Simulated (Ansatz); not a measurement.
Consider the hydrogenolysis of a C–N bond: `O=CN1CO[SiH2]1` + H₂ → `C=O` + `C1N[SiH2]O1`.

Program: Ansatz. Geometries: PBE0-D4/def2-TZVP. ΔE: electronic, gas phase. CCSD(T)/CBS is the MP2 limit (def2-TZVPP, def2-QZVPP) plus CCSD(T) − MP2 in def2-TZVPP, frozen cores. This one scheme is used for every species. DFT in def2-TZVPP. B3LYP here is the variant with VWN-RPA as its local correlation; programs differ in this. One conformer a species, not always the lowest.

`O=CN1CO[SiH2]1`:

```xyz
11

O     0.743   -2.193   -1.111
C     0.940   -1.003   -1.038
N     0.239   -0.164   -0.243
C    -0.856   -0.581    0.638
O    -1.179    0.705    1.186
Si    0.002    1.474    0.302
H     1.724   -0.489   -1.625
H    -0.530   -1.274    1.418
H    -1.703   -1.001    0.088
H    -0.482    2.447   -0.706
H     1.102    2.079    1.091
```

H₂:

```xyz
2

H     0.313    0.076   -0.188
H    -0.313   -0.076    0.188
```

`C=O`:

Z-matrix (Å, degrees):
```
C
O 1 1.195
H 1 1.109 2 122.0
H 1 1.109 2 122.0 3 -180.0
```

`C1N[SiH2]O1`:

```xyz
9

C     0.604   -0.418   -0.820
N    -0.801   -0.363   -0.400
Si   -0.298    0.695    0.869
O     1.165    0.550    0.080
H     0.758   -0.088   -1.853
H     1.070   -1.400   -0.673
H    -1.317   -1.224   -0.349
H    -0.328    0.178    2.266
H    -0.854    2.071    0.880
```

```
         level  ΔE (kJ/mol)  difference from CCSD(T)/CBS
     r2SCAN-D4         53.4                         19.5
       PBE0-D4         45.8                         11.9
       ωB97M-V         37.7                          3.8
        r2SCAN         51.6                         17.7
          PBE0         40.3                          6.4
         B3LYP         35.7                          1.8
 HF/def2-TZVPP         20.0                        -13.9
  HF/CBS(def2)         19.7                        -14.2
 MP2/CBS(def2)         41.8                          7.9
CCSD/CBS(def2)         27.9                         -6.0
   CCSD(T)/CBS         33.9                            0
```

Largest T1 diagnostic among the species: 0.015.

In def2-TZVPP, CCSD(T) changes the Hartree–Fock value by +13.8 kJ/mol (the triples alone add +6.0 kJ/mol) and MP2 by +21.7 kJ/mol. The D4 term adds +9.8 kJ/mol with B3LYP and +5.5 kJ/mol with PBE0; it sums over pairs of atoms, weighted by their polarisabilities, and B3LYP, whose exchange is more repulsive, gets the larger term.
